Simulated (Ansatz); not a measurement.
Breaking the I1–I2 bond in I2 (multiplicity 1 held). Energies count from the point at 2.695 Å.


Signs of static correlation in def2-SVP, with CASSCF(14,8), from Ansatz (a first-principles code) runs.

```
R (Å)   T1 of restricted CCSD  ⟨S²⟩ of UHF  largest double amplitude of restricted CCSD  weight of the CASSCF reference in MRCISD               CASSCF natural occupations
------  ---------------------  -----------  -------------------------------------------  ----------------------------------------  ---------------------------------------
2.156                   0.006        0.000                                        0.055                                     0.915  2.00 2.00 2.00 2.00 2.00 2.00 1.99 0.02
2.425                   0.007        0.000                                        0.084                                     0.914  2.00 2.00 2.00 2.00 2.00 2.00 1.97 0.03
2.695                   0.008        0.000                                        0.126                                     0.913  2.00 2.00 2.00 2.00 2.00 2.00 1.94 0.06
2.964                   0.009        0.310                                        0.181                                     0.913  2.00 2.00 2.00 2.00 2.00 2.00 1.89 0.12
3.234                   0.010          ___                                          ___                                     0.913  2.00 2.00 2.00 2.00 2.00 2.00 1.79 0.21
3.638                   0.013        0.925                                        0.373                                     0.914  2.00 2.00 2.00 2.00 2.00 2.00 1.59 0.42
4.042                   0.016        0.998                                        0.501                                     0.914  2.00 2.00 2.00 2.00 1.99 1.99 1.38 0.64
4.716                   0.017        1.012                                        0.668                                     0.915  2.00 2.00 2.00 2.00 1.99 1.99 1.09 0.93
5.390                   0.016        1.012                                        0.756                                     0.915  2.00 2.00 2.00 2.00 1.99 1.99 1.01 1.01
6.198                   0.015        1.012                                        0.801                                     0.915  2.00 2.00 2.00 2.00 2.00 2.00 1.00 1.00
7.276                   0.014        1.012                                        0.821                                     0.915  2.00 2.00 2.00 2.00 2.00 2.00 1.00 1.00
8.623                   0.014        1.012                                        0.831                                     0.915  2.00 2.00 2.00 2.00 2.00 2.00 1.00 1.00
10.779                  0.014        1.012                                        0.838                                     0.915  2.00 2.00 2.00 2.00 2.00 2.00 1.00 1.00
```

Problem. What belongs in the gaps?

Solution. 
- 3.234, ⟨S²⟩ of UHF: 0.693
- 3.234, largest double amplitude of restricted CCSD: 0.250

Doubts at one or more of the structures used: a restricted determinant that unrestricted orbitals would lower (R-CCSD(T)/def2-SVP); other coupled-cluster roots lie near (R-CCSD(T)/def2-SVP); a spin-contaminated determinant (U-CCSD(T)/def2-SVP); T1 above 0.05 (U-CCSD(T)/def2-SVP); the program's own flag: other amplitudes (U-CCSD(T)/def2-SVP).
